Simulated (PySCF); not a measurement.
HAl, charge +1, doublet, at a GFN2-xTB geometry (such geometries of metal compounds can be far from the true shape) (a state made from the parent by changing its charge; the spin is typed, not shown lowest). Base run: PBE/6-31+G* in PySCF.

The PySCF input:
```python
from pyscf import gto, scf, dft, solvent

mol = gto.M(
    atom='''
Al   -0.000000   -0.000000   -0.111881
H     0.000000    0.000000    1.454449
''',
    basis='6-31+g*',
    charge=1,
    spin=1,
    verbose=4,
)

mf = dft.UKS(mol)
mf.xc = 'pbe'
mf.kernel()
```

Each row names what was changed in the base input (with any setting that the change needs).

| change | ΔE vs base (kJ/mol) |
|---|---|
| base | 0.00 |
| model = IEF-PCM; solvent = dichloromethane; lebedev_order = 41 | -286.8 |
| model = IEF-PCM; solvent = dichloromethane; vdw_scale = 1.1 | -320.2 |
| model = SS(V)PE; solvent = dichloromethane | -284.4 |
| model = C-PCM; solvent = dichloromethane | -287.0 |
| model = IEF-PCM; solvent = chloroform | -254.1 |
| model = IEF-PCM; solvent = dichloromethane; vdw_scale = 1.0 | -367.2 |
| model = COSMO; solvent = dichloromethane | -271.7 |
| model = IEF-PCM; solvent = dichloromethane; vdw_scale = 1.4 | -241.2 |
| model = IEF-PCM; solvent = n-hexane | -150.7 |
| model = ddCOSMO; solvent = dichloromethane | -252.0 |
| model = IEF-PCM; solvent = toluene | -186.3 |

The base is the gas phase, so ΔE is the electrostatic part of solvation at a fixed geometry, without cavity and dispersion terms.

Open shells are given as the SCF converged; they aren't shown to be the lowest states, and a large step between rows can be another state.
